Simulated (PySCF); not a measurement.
GeH4OSe, SMILES [Se](O)[GeH3]. Coordinates come from a PBE0-D3(BJ)/def2-SVP optimisation. This is a generated structure with no PubChem entry under its InChIKey; it may be hypothetical. Other conformers were not sampled.

Computed with PBE0-D3(BJ)/def2-SVP run with PySCF.

Harmonic wavenumbers (cm⁻¹): 117, 137, 288, 350, 523, 540, 647, 812, 862, 884, 1110, 2151, 2163, 2173, 3852. Rotational constants (GHz): 9.710, 1.962, 1.675; symmetry number 1.

### Question
Work out the zero-point energy and the ideal-gas rigid-rotor harmonic-oscillator thermochemistry at 298.15 K and 1 atm.

### Answer
ZPE = ½ Σ hcν = ½ × 16610 cm⁻¹ = 99.35 kJ/mol. H − E(el) = 116.94 kJ/mol. Entropy in J/(mol K): translation 172.92, rotation 111.77, vibration 44.99, total 329.68. G − E(el) = 18.65 kJ/mol. Cp = 85.20 J/(mol K). Modes under 150 cm⁻¹ make the vibrational entropy uncertain.
